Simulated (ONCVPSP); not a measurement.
## rhenium: one change to an ONCV potential, before and after

```
Element                 : rhenium (Re)
Generator               : ONCVPSP 4.0.1
Type                    : optimised norm-conserving Vanderbilt (ONCV)
Functional              : LDA (Perdew-Wang 92)
Relativity              : scalar-relativistic
Frozen core             : [Kr] 4d10 4f14 5s2
Valence charge          : 13
Reference configuration : 5p6 5d5 6s1.75 6p0.25
Partial waves           : 6s: rc 2.55 bohr, ncon 4, nbas 7, qcut 2.5 1/bohr, 2 projectors, debl 1.6 Ha; 5p+6p: rc 2.20 bohr, ncon 4, nbas 7, qcut 6.3 1/bohr, 2 projectors; 5d: rc 1.60 bohr, ncon 4, nbas 8, qcut 5.8 1/bohr, 1 projector
Local potential         : polynomial inside 1.50 bohr (lpopt 5, dvloc0 0 Ha)
Core correction         : Teter function, fcfact 2.25, rcfact 1.45
```

Change: core correction Teter function, fcfact 2.25, rcfact 1.88.

Cutoffs: the cutoffs (Ha) at which the residual kinetic energy of the hardest occupied pseudo-wave falls to 1 and 0.1 mHa per electron; they do not see the model core or the augmentation charge, which bear on the density cutoff. Errors are all-electron minus pseudo energies relative to the spin-unpolarised reference configuration.

Task: Predict the effect on cutoff, ghosts and configuration errors.

Result: The potential gets neither clearly harder nor softer (15 Ha and 20 Ha → 15 Ha and 20 Ha); both files keep a bound ghost (s); of the 4 tests that both files solve, the error grows in 3 and shrinks in 0 by more than 15 % and 0.3 meV (median size 14.3 → 21.9 meV). A model core, the more so a compact one, raises the density cutoff, which this test does not measure.

```csv
quantity,base,changed
"cutoff, loose",15 Ha,15 Ha
"cutoff, tight",20 Ha,20 Ha
bound ghosts,s,s
GHOST(+) flags under 300 eV,none,none
"error for 5p6 5d5 6s2 6p0, meV [ΔE -1.19 eV]",0.0,-0.1
"error for 5p6 5d5 6s1 6p0, meV [ΔE 8.32 eV]",-5.8,-8.4
"error for 5p6 5d5 6s0 6p0, meV [ΔE 24.99 eV]",-26,-48
"error for 5p6 5d5 6s0 6p1, meV [ΔE 14.23 eV]",-23,-35
s: phases at 2.58 bohr within 0.05 rad from the reference energy up to (Ha; the scan ends near 5),n/a,n/a
p: phases at 2.24 bohr within 0.05 rad from the reference energy up to (Ha; the scan ends near 5),4.8,4.8
d: phases at 1.62 bohr within 0.05 rad from the reference energy up to (Ha; the scan ends near 5),3.9,3.9
"rms error of d²Exc/dni dnj with the model core, mHa",1.62,0.72
```

 A true bound ghost makes a file unfit for plane-wave use even where its test errors are small: the radial tests pick states by their node count and pass the ghost by.
